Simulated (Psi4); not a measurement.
hexachlorodisiloxane (Cl6OSi2), singlet, geometry from GFN2-xTB; R2SCAN/cc-pVDZ in Psi4 1.11.

The Psi4 input:
```
memory 2 GB

molecule {
0 1
Cl    2.25161787    0.11558785   -1.77772796
Si    1.56528168    0.36778438    0.07993072
Cl    2.56435863   -0.72295361    1.41720803
Cl    1.47891432    2.29790753    0.58709745
O     0.04941703   -0.20957542    0.10145374
Si   -1.55065934   -0.42979707   -0.04991088
Cl   -2.08761438    0.28356227   -1.83676581
Cl   -2.41439682    0.57475041    1.44354087
Cl   -1.82817662   -2.39916145    0.09418226
}

set {
  basis cc-pvdz
  basis_guess sto-3g
}

energy('r2scan')
print_variables()
```

What the program printed (banner, timings and long lists left out):

```
  //>>>>>>>>>>>>>>>>>>>>>>>>>>>>>>>>>>>//
  //      Guess SCF, STO-3G Basis      //
  //<<<<<<<<<<<<<<<<<<<<<<<<<<<<<<<<<<<//

   => Loading Basis Set <=

    Name: STO-3G
    Role: ORBITAL
    Keyword: BASIS

         ---------------------------------------------------------
                           SCF Castup computation
         ---------------------------------------------------------
                                   SCF
               by Justin Turney, Rob Parrish, Andy Simmonett
                          and Daniel G. A. Smith
                              RKS Reference
         ---------------------------------------------------------

  ==> Geometry <==

    Molecular point group: c1
    Full point group: C1

    Geometry (in Angstrom), charge = 0, multiplicity = 1:

       Center              X                  Y                   Z               Mass
    ------------   -----------------  -----------------  -----------------  -----------------
         CL           2.251741329870     0.115064262349    -1.777474495137    34.968852682000
         SI           1.565405139870     0.367260792349     0.080184184863    27.976926534650
         CL           2.564482089870    -0.723477197651     1.417461494863    34.968852682000
         CL           1.479037779870     2.297383942349     0.587350914863    34.968852682000
         O            0.049540489870    -0.210099007651     0.101707204863    15.994914619570
         SI          -1.550535880130    -0.430320657651    -0.049657415137    27.976926534650
         CL          -2.087490920130     0.283038682349    -1.836512345137    34.968852682000
         CL          -2.414273360130     0.574226822349     1.443794334863    34.968852682000
         CL          -1.828053160130    -2.399685037651     0.094435724863    34.968852682000

  Running in c1 symmetry.

  Rotational constants: A =      0.02203  B =      0.01107  C =      0.01106 [cm^-1]
  Rotational constants: A =    660.37871  B =    331.97600  C =    331.63906 [MHz]
  Nuclear repulsion = 1360.865659632745064

  Charge       = 0
  Multiplicity = 1
  Electrons    = 138
  Nalpha       = 69
  Nbeta        = 69

  ==> Algorithm <==

  SCF Algorithm Type is DF.
  DIIS enabled.
  MOM disabled.
  Fractional occupation disabled.
  Guess Type is SAD.
  Energy threshold   = 1.00e-06
  Density threshold  = 1.00e-06
  Integral threshold = 1.00e-12

  ==> Primary Basis <==

  Basis Set: STO-3G
    Blend: STO-3G
    Number of shells: 43
[...]
  @DF-RKS Final Energy: -3377.83093212621452
    Total Energy =                      -3377.8309321262145204
[...]
   @DF-RKS iter   3: -3415.56455047021063   -6.63877e-01   3.26517e-04 DIIS/ADIIS
   @DF-RKS iter   4: -3415.56519570621913   -6.45236e-04   2.25767e-04 DIIS/ADIIS
   @DF-RKS iter   5: -3415.56566524885193   -4.69543e-04   9.72546e-05 DIIS
   @DF-RKS iter   6: -3415.56577388917913   -1.08640e-04   4.73586e-06 DIIS
   @DF-RKS iter   7: -3415.56577415746096   -2.68282e-07   1.22835e-06 DIIS
   @DF-RKS iter   8: -3415.56577417896051   -2.14995e-08   2.94324e-07 DIIS
  Energy and wave function converged.

  ==> Post-Iterations <==

   Electrons on quadrature grid:
      Ntotal   =  137.9999852851 ; deviation = -1.471e-05

    Orbital Energies [Eh]
    ---------------------

    Doubly Occupied:

[...]
    Virtual:

[...]
    Final Occupation by Irrep:
              A
    DOCC [    69 ]
    NA   [    69 ]
    NB   [    69 ]

  @DF-RKS Final Energy: -3415.56577417896051

   => Energetics <=

    Nuclear Repulsion Energy =           1360.8656596327450643
    One-Electron Energy =               -7433.3307892593529687
    Two-Electron Energy =                2877.0277719058231014
    DFT Exchange-Correlation Energy =    -220.1284164581763605
    Empirical Dispersion Energy =           0.0000000000000000
    VV10 Nonlocal Energy =                  0.0000000000000000
    Total Energy =                      -3415.5657741789605097

Computation Completed

Properties will be evaluated at   0.000000,   0.000000,   0.000000 [a0]

Properties computed using the SCF density matrix

 Multipole Moments:

 ------------------------------------------------------------------------------------
     Multipole            Electronic (a.u.)      Nuclear  (a.u.)        Total (a.u.)
 ------------------------------------------------------------------------------------

 L = 1.  Multiply by 2.5417464519 to convert [e a0] to [Debye]
 Dipole X            :         -0.0385083            0.0321961           -0.0063122
 Dipole Y            :          0.1633120           -0.1365424            0.0267697
 Dipole Z            :         -0.0790580            0.0660991           -0.0129589
 Magnitude           :                                                    0.0304038

 ------------------------------------------------------------------------------------

  Variable Map:
  ----------------------------------------------------------------------------
[...]
  Array Variable Map:
  ----------------------------------------------------------------------------
[...]
[...]
```
